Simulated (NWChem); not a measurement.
System: C$_{3}$H$_{5}$Br; SMILES C/C=C\Br

Here is an NWChem input.

```
start job
memory heap 200 mb stack 900 mb global 1100 mb
geometry units angstroms noautoz
  C     -0.871024     2.187838     0.000000
  C      0.545532     1.732524     0.000000
  C      1.008258     0.481805     0.000000
  Br    -0.074646    -1.060853     0.000000
  H     -1.571068     1.341468     0.000000
  H     -1.078460     2.813240    -0.883867
  H     -1.078460     2.813240     0.883867
  H      1.319417     2.510621     0.000000
  H      2.073140     0.243591     0.000000
end
basis spherical
  * library def2-svpd
end
dft
  xc xcamb88 1.00 lyp 0.81 vwn_5 0.19 hfexch 1.00
  cam 0.33 cam_alpha 0.19 cam_beta 0.46
  iterations 150
end
tddft
  cis
  nroots 6
  notriplet
end
task tddft energy
```

Structure relaxed at the PBE0/def2-SVP level.

Vertical excitations in the gas phase.

Task: What results follow from this input? (CAM-B3LYP/def2-SVPD, TDA.) Quantities: lowest excitation, singlet (eV); oscillator strength of that lowest state; lowest state with f > 0.02, singlet (eV); orbital gap (eV).

Result: The lowest excitation, singlet (eV) is 5.92. The oscillator strength of that lowest state is 0.001 and the lowest state with f > 0.02, singlet (eV) is 6.84. The orbital gap (eV) is 9.42.
